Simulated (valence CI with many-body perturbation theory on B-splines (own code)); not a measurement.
Te³⁹⁺: calculated level list

Method: relativistic CI+MBPT: three valence electrons over a frozen Dirac-Fock core [Ne], a basis of 11 s, 11 p, 10 d, 8 f, 5 g, 2 h functions for each j, with the one-electron correlation potential Σ1 (screened to all orders), the two-electron term Σ2, the three-electron term Σ3, Breit, model QED; selected single and double excitations, second order for the rest, scaled by the run's own slope (own B-spline code, finite nucleus).

No measured spectrum was set against this ion. As an estimate, large intervals hold to a few tenths of a per cent, small ones and those within an open d or f shell to about a per cent.

Levels 46 to 90 of 155, with energies above the lowest level, (3s^2 3p1/2) J=1/2. "Leading %" is the weight of the configuration and term that name the level; weights of strongly mixed levels are sums over their largest components and can fall short. In the jj column 3d3/2^4 stands for four electrons in 3d with j = 3/2. Lifetimes count E1, E2, E3, M1 and M2 decay at the calculated energies, and are blank where another channel may lead or the interval is too uncertain; long ones can be off by a factor of two.

| No. | Configuration | Term | J | E (eV) | Leading % | Lifetime | g | Leading jj |
| --- | --- | --- | --- | --- | --- | --- | --- | --- |
| 46 | 3p2.3d | 2F | 7/2 | 466.98 | 35 | 8.55 ps | 1.079 | 3p1/2 3p3/2 3d3/2 (84 %) |
| 47 | 3p2.3d | 4D | 7/2 | 478.79 | 42 | 6.76 ps | 1.292 | 3p1/2 3p3/2 3d5/2 (97 %) |
| 48 | 3p2.3d | 2D | 3/2 | 482.51 | 40 | 3.02 ps | 1.052 | 3p1/2 3p3/2 3d3/2 (66 %) |
| 49 | 3p2.3d | 4P | 5/2 | 482.67 | 39 | 3.08 ps | 1.251 | 3p1/2 3p3/2 3d3/2 (50 %) |
| 50 | 3p2.3d | 2G | 9/2 | 484.56 | 54 | 10.4 ps | 1.196 | 3p1/2 3p3/2 3d5/2 (94 %) |
| 51 | 3p2.3d | 4P | 1/2 | 486.86 | 39 | 2.85 ps | 1.757 | 3p1/2 3p3/2 3d3/2 (87 %) |
| 52 | 3p2.3d | 2P | 3/2 | 487.36 | 42 | 4.05 ps | 1.461 | 3p1/2 3p3/2 3d5/2 (67 %) |
| 53 | 3p2.3d | 2D | 5/2 | 489.42 | 45 | 5.00 ps | 1.201 | 3p1/2 3p3/2 3d5/2 (77 %) |
| 54 | 3p2.3d | 2F | 7/2 | 496.50 | 37 | 6.56 ps | 1.054 | 3p1/2 3p3/2 3d5/2 (71 %) |
| 55 | 3p2.3d | 2F | 5/2 | 503.45 | 43 | 3.33 ps | 1.100 | 3p1/2 3p3/2 3d5/2 (66 %) |
| 56 | 3s.3d2 | 4F | 3/2 | 505.99 | 43 | 3.63 ps | 0.698 | 3s 3d3/2^2 (45 %) |
| 57 | 3p2.3d | 2P | 1/2 | 506.62 | 54 | 4.87 ps | 1.134 | 3p1/2 3p3/2 3d5/2 (86 %) |
| 58 | 3s.3d2 | 4F | 3/2 | 509.50 | 47 | 2.77 ps | 0.664 | 3p1/2 3p3/2 3d5/2 (42 %) |
| 59 | 3s.3d2 | 4F | 5/2 | 512.40 | 80 | 2.44 ps | 1.058 | 3s 3d3/2^2 (62 %) |
| 60 | 3s.3d2 | 4F | 7/2 | 521.63 | 94 | 3.35 ps | 1.231 | 3s 3d3/2 3d5/2 (87 %) |
| 61 | 3s.3d2 | 4P | 1/2 | 524.34 | 82 | 2.14 ps | 2.521 | 3s 3d3/2^2 (70 %) |
| 62 | 3s.3d2 | 2D | 5/2 | 527.02 | 26 | 2.87 ps | 1.248 | 3s 3d3/2 3d5/2 (67 %) |
| 63 | 3s.3d2 | 4F | 9/2 | 528.30 | 74 | 4.33 ps | 1.283 | 3s 3d3/2 3d5/2 (62 %) |
| 64 | 3s.3d2 | 4P | 3/2 | 530.01 | 66 | 3.07 ps | 1.473 | 3s 3d3/2 3d5/2 (86 %) |
| 65 | 3s.3d2 | 2F | 7/2 | 532.74 | 32 | 4.41 ps | 1.157 | 3s 3d3/2 3d5/2 (48 %) |
| 66 | 3s.3d2 | 4P | 3/2 | 533.47 | 31 | 2.75 ps | 1.336 | 3s 3d3/2 3d5/2 (56 %) |
| 67 | 3s.3d2 | 2P | 1/2 | 533.52 | 28 | 2.73 ps | 1.177 | 3p3/2^2 3d3/2 (44 %) |
| 68 | 3s.3d2 | 4P | 5/2 | 535.84 | 54 | 2.79 ps | 1.339 | 3s 3d3/2 3d5/2 (62 %) |
| 69 | 3s.3d2 | 2G | 9/2 | 539.74 | 43 | 5.44 ps | 1.218 | 3s 3d5/2^2 (55 %) |
| 70 | 3s.3d2 | 2G | 7/2 | 543.31 | 49 | 5.36 ps | 1.070 | 3p3/2^2 3d5/2 (38 %) |
| 71 | 3s.3d2 | 2D | 5/2 | 550.17 | 44 | 3.62 ps | 1.204 | 3s 3d5/2^2 (72 %) |
| 72 | 3s.3d2 | 2P | 3/2 | 552.42 | 39 | 3.56 ps | 1.128 | 3s 3d5/2^2 (33 %) |
| 73 | 3s.3d2 | 2D | 3/2 | 553.72 | 41 | 2.17 ps | 0.954 | 3p3/2^2 3d3/2 (50 %) |
| 74 | 3s.3d2 | 2S | 1/2 | 557.34 | 32 | 3.39 ps | 1.720 | 3p3/2^2 3d5/2 (56 %) |
| 75 | 3p2.3d | 2D | 5/2 | 557.91 | 20 | 1.88 ps | 1.147 | 3p3/2^2 3d3/2 (48 %) |
| 76 | 3p2.3d | 2G | 9/2 | 561.28 | 39 | 3.47 ps | 1.170 | 3p3/2^2 3d5/2 (62 %) |
| 77 | 3p2.3d | 2F | 7/2 | 561.78 | 47 | 2.37 ps | 1.023 | 3p3/2^2 3d3/2 (61 %) |
| 78 | 3s.3d2 | 2P | 1/2 | 570.73 | 35 | 1.54 ps | 1.207 | 3p3/2^2 3d3/2 (46 %) |
| 79 | 3p2.3d | 2D | 3/2 | 573.31 | 70 | 1.91 ps | 0.916 | 3p3/2^2 3d3/2 (76 %) |
| 80 | 3s.3d2 | 2F | 7/2 | 573.55 | 51 | 2.28 ps | 1.161 | 3s 3d5/2^2 (42 %) |
| 81 | 3p2.3d | 2D | 5/2 | 576.20 | 77 | 3.30 ps | 1.198 | 3p3/2^2 3d5/2 (93 %) |
| 82 | 3s.3d2 | 2S | 1/2 | 583.94 | 48 | 2.29 ps | 1.622 | 3s 3d5/2^2 (56 %) |
| 83 | 3p2.3d | 2D | 5/2 | 589.79 | 45 | 2.01 ps | 1.076 | 3p3/2^2 3d5/2 (75 %) |
| 84 | 3p2.3d | 2P | 3/2 | 592.83 | 41 | 1.86 ps | 1.219 | 3p3/2^2 3d5/2 (66 %) |
| 85 | 3p.3d2 | 4G° | 5/2 | 594.78 | 63 | 12.0 ps | 0.697 | 3p1/2 3d3/2^2 (96 %) |
| 86 | 3p.3d2 | 4G° | 7/2 | 614.06 | 69 | 12.3 ps | 1.009 | 3p1/2 3d3/2 3d5/2 (95 %) |
| 87 | 3p.3d2 | 2D° | 5/2 | 618.07 | 28 | 8.43 ps | 1.067 | 3p1/2 3d3/2 3d5/2 (96 %) |
| 88 | 3p.3d2 | 4F° | 3/2 | 618.19 | 46 | 3.10 ps | 0.686 | 3p1/2 3d3/2^2 (60 %) |
| 89 | 3p.3d2 | 4D° | 1/2 | 619.30 | 54 | 3.97 ps | 0.628 | 3p1/2 3d3/2^2 (90 %) |
| 90 | 3p.3d2 | 4P° | 1/2 | 624.37 | 47 | 7.02 ps | 1.772 | 3p1/2 3d3/2 3d5/2 (100 %) |

Where two levels of one J and parity lie close, their mixing, g and order are uncertain.
